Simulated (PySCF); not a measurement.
C2H4F2Ge. Atoms are numbered in the order given.

```xyz
9

Ge     0.3025    -0.3156     0.2456
F      0.4609     1.2690     0.9406
F      1.5497    -0.3915    -0.9589
C     -1.4209    -0.3502    -0.5882
C     -2.1868     0.7450    -0.5523
H      0.6637    -1.3415     1.3166
H     -1.7691    -1.2574    -1.0951
H     -1.8483     1.6588    -0.0514
H     -3.1764     0.7727    -1.0230
```
Charge 0, spin multiplicity 1.

Geometry: ωB97X-D3(BJ)/def2-SVP. The values are those of a single conformer.

Computed with PBE/pcSseg-1 (PySCF).

GIAO shieldings, no solvent; atoms listed in one row are averaged. δ = σ(ref) − σ: ⁷³Ge against GeH4 (σ = 1614.4 ppm); ¹⁹F against CFCl3 (σ = 133.6 ppm); ¹³C against TMS (σ = 182.0 ppm); ¹H against TMS (σ = 31.49 ppm), references at their B3LYP-D3(BJ)/def2-TZVP geometries, non-relativistic.

**Question.** Estimate the chemical shifts. (Estimate from the structure and the level; the computed values follow.)

**Answer.** 
| nucleus | atoms | count | δ (ppm) |
|---|---|---|---|
| ⁷³Ge | Ge1 | 1 | 376.9 |
| ¹⁹F | F3 | 1 | -176.1 |
| ¹⁹F | F2 | 1 | -210.2 |
| ¹³C | C5 | 1 | 148.9 |
| ¹³C | C4 | 1 | 139.0 |
| ¹H | H8, H9 | 2 | 6.97 |
| ¹H | H7 | 1 | 6.62 |
| ¹H | H6 | 1 | 6.37 |
